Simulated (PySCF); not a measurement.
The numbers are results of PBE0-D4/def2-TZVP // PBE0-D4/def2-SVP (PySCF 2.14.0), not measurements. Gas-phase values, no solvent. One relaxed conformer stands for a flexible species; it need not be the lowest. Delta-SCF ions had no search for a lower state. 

Reference species (SMILES): `[NH2][Sn]([NH2])([NH2])[NH2]` (neutral, multiplicity 1).

```json
{
  "HOMO": "-7.14 eV",
  "vertical ionisation energy (Delta-SCF)": "8.96 eV"
}
```

Changed species: `C[O][Sn]([NH2])([O]C)[O]C` (3 of 4 NH2 replaced by OCH3; the reference has 0 of 4 NH2 replaced by OCH3).

Q: What does the change do to the HOMO and vertical ionisation energy (Delta-SCF)?

A: the HOMO drops by 0.58 eV, to -7.72 eV; the vertical ionisation energy (Delta-SCF) increases by 0.44 eV, to 9.40 eV.
